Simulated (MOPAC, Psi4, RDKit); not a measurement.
Relaxed torsion scan: CH6O2SSi2, SMILES OC([SiH2][SiH2]S)=O, singlet. Scanned: dihedral O1–C2–Si4–Si5; all other coordinates were relaxed at B3LYP-D3(BJ)/def2-SVP. Points at φ and −φ are mirror images. Heavy atoms are numbered in the order of the SMILES O=C(O)[SiH2][SiH2]S, hydrogens after them in the order of the atoms that carry them; the mirror image has the same energies with the sign of each dihedral reversed.

Methods: PBE-D3(BJ)/def2-TZVP // B3LYP-D3(BJ)/def2-SVP (Psi4); MMFF94 // B3LYP-D3(BJ)/def2-SVP (RDKit); PM6, restricted, heats of formation // B3LYP-D3(BJ)/def2-SVP (MOPAC); MP2/cc-pVTZ = DF-MP2 (frozen core)/cc-pVTZ // B3LYP-D3(BJ)/def2-SVP (Psi4 1.11).

Energies relative to the lowest point of each profile, in eV:

| φ / ° | PBE-D3(BJ)/def2-TZVP | MMFF94 | PM6 |
|---|---|---|---|
| -150 | 0.008 | 0.180 | 0.004 |
| -120 | 0.004 | 0.140 | 0.023 |
| -90 | 0.000 | 0.075 | 0.048 |
| -60 | 0.002 | 0.008 | 0.046 |
| -30 | 0.011 | 0.000 | 0.031 |
| 0 | 0.015 | 0.006 | 0.021 |
| 30 | 0.011 | 0.000 | 0.031 |
| 60 | 0.002 | 0.008 | 0.046 |
| 90 | 0.000 | 0.075 | 0.048 |
| 120 | 0.004 | 0.140 | 0.023 |
| 150 | 0.008 | 0.180 | 0.004 |
| 180 | 0.010 | 0.172 | 0.000 |

Question: What does MP2/cc-pVTZ give at the same points?

Answer: -150: 0.009; -120: 0.007; -90: 0.008; -60: 0.005; -30: 0.001; 0: 0.000; 30: 0.001; 60: 0.005; 90: 0.008; 120: 0.007; 150: 0.009; 180: 0.013 (eV).

MMFF94 has few fitted parameters for silicon.
